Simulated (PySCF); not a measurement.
**Fe²⁺ (iron, charge +2) across methods**

[Ar] 3d5 4p1, high-spin 7P determinant (an excited configuration). Computed with PySCF 2.14 in dyall-av2z, with the non-relativistic Hamiltonian (point nucleus).

```tsv
method	E (hartree)	mean ε 3p β (eV)	mean ε 3d α (eV)	mean ε 4p α (eV)	Σ⟨r²⟩ (bohr²)	⟨S²⟩
M06	-1262.349	-86.013	-38.370	-17.920	22.72	12.001
PBEsol	-1260.972	-82.454	-35.521	-17.478	22.70	12.000
UHF	-1261.32260	-93.529	-46.540	-19.713	22.94	12.001
r2SCAN0	-1262.377	-86.228	-38.943	-18.207	22.66	12.001
LDA	-1259.895	-82.684	-35.733	-17.584	22.65	12.000
PBE0	-1262.189	-85.715	-38.465	-18.156	22.72	12.000
PBE	-1262.137	-82.546	-35.516	-17.502	22.73	12.000
r2SCAN	-1262.384	-83.329	-36.149	-17.595	22.65	12.001
revPBE	-1262.287	-82.501	-35.452	-17.473	22.75	12.000
```
